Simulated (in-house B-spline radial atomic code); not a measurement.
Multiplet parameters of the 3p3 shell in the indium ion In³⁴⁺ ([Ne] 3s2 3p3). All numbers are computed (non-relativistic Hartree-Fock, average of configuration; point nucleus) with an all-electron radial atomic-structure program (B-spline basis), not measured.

Slater integrals: F^2 = 324623 cm⁻¹. Central-field spin-orbit parameter ζ(3p) = 255400 cm⁻¹ (bare central field on non-relativistic orbitals, without two-electron terms: too large for light atoms, too small for heavy ones).

With F₂ = F^2/25 = 12985 cm⁻¹:

Q: Where do the terms lie in LS coupling, without spin-orbit interaction?

A: In cm⁻¹ above the Hund's-rule term:
| term | expression | energy |
| --- | --- | --- |
| 4S | 0 F₂ | 0 |
| 2D | 9 F₂ | 116864 |
| 2P | 15 F₂ | 194774 |

Q: Is LS coupling a fair picture here?

A: Unscaled Hartree-Fock integrals overestimate measured term splittings, because correlation screens the repulsion; fits to spectra scale them down, most for low charges. Here ζ is 19.67 times F₂, so spin-orbit coupling rivals the gaps between some terms: low levels can stay fairly pure, while close terms of equal J mix strongly.
